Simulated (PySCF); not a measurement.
## How methods differ on the excitation energy of Nb

Nb [Kr] 4d4 5s1 (6D) → Nb [Kr] 4d3 5s1 6s1 (6F), as a difference of total energies. Calculation: PySCF 2.14, in x2c-TZVPPall with one added diffuse shell each of s, p, d, f type (9s7p7d3f1g, 95 functions); scalar relativity by spin-free X2C-1e. Correlated levels: valence and next inner shell: [Ar] 3d10 frozen. The calculations carry no spin-orbit coupling.

```csv
method,excitation energy (cm⁻¹)
UHF,31568
MP2 (valence and next inner shell),38743
SCS-MP2 (valence and next inner shell),35643
CCSD (valence and next inner shell),37373
CCSD(T) (valence and next inner shell),37810
```

A first-order spin-orbit estimate (lowest level to lowest level, LS coupling) adds -0.055 eV.

The promoted electron is Rydberg-like, and one or two diffuse shells describe it only roughly, which tends to raise the upper state.
